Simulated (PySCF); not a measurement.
C2H6Mg, SMILES [CH3][Mg][CH3] (connectivity only; charge and spin as stated), charge +1, multiplicity 2.

Geometry: B3LYP-D3(BJ)/def2-TZVP. The multiplicity is an assumed one; other spin states were not compared. The isomer is the one that the SMILES or the coordinates give; other isomers of the formula were not compared.

Computed with PBE/def2-TZVPD (PySCF).

The molecule is in vacuum.

```
Quantity                                                            Value
------------------------------------------------  -----------------------
total energy                                           -279.37472 hartree
point group                                                            D3
α spin, highest occupied and lowest empty level       -11.76 and -6.69 eV
β spin, highest occupied and lowest empty level      -11.83 and -10.57 eV
dipole moment about the centre of nuclear charge                0.000 e·Å
mean static polarisability                          74.6 bohr³ (11.05 Å³)
polarisability, principal values                  39.9, 39.9, 144.0 bohr³
⟨S²⟩                                              0.763 (pure state 0.75)
```
